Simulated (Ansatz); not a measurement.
Start from `C[NH][AlH2]` and change one atom or group to get `C[N](C)[AlH2]`.

Ansatz, PBE0-D4/def2-TZVP geometries, multiplicity 1. 

```tsv
property	`C[NH][AlH2]`
LUMO energy (PBE/def2-TZVPP) / eV	-1.42
HOMO energy (PBE0/def2-TZVPP) / eV	-6.88
HOMO energy (PBE/def2-TZVPP) / eV	-5.63
ideal-gas entropy at 298 K and 1 bar (rigid rotor, harmonic PBE0-D4/def2-TZVP) / J/(mol·K)	292
size of the dipole moment (B3LYP/def2-TZVPP) / D	1.25
HOMO–LUMO gap (ωB97M-V/def2-TZVPP) / eV	10.13
```

What does the change do to each property? (An estimate is asked.)

Computed: 
| property | `C[N](C)[AlH2]` | shift |
| --- | --- | --- |
| LUMO energy (PBE/def2-TZVPP) / eV | -1.50 | -0.08 |
| HOMO energy (PBE0/def2-TZVPP) / eV | -6.47 | 0.41 |
| HOMO energy (PBE/def2-TZVPP) / eV | -5.29 | 0.34 |
| ideal-gas entropy at 298 K and 1 bar (rigid rotor, harmonic PBE0-D4/def2-TZVP) / J/(mol·K) | 313 | 21 |
| size of the dipole moment (B3LYP/def2-TZVPP) / D | 1.04 | -0.21 |
| HOMO–LUMO gap (ωB97M-V/def2-TZVPP) / eV | 9.57 | -0.56 |

With PBE0 the HOMO rises by 0.41 eV and the LUMO falls by 0.09 eV, so the gap narrows by about 0.50 eV. PBE moves the HOMO by 0.34 eV and ωB97M-V by 0.45 eV. The zero-point energy changes by 73.7 kJ/mol with +9 modes. Dipoles are sizes alone; their direction can turn.

B3LYP here is the variant with VWN-RPA as its local correlation; programs differ in this.
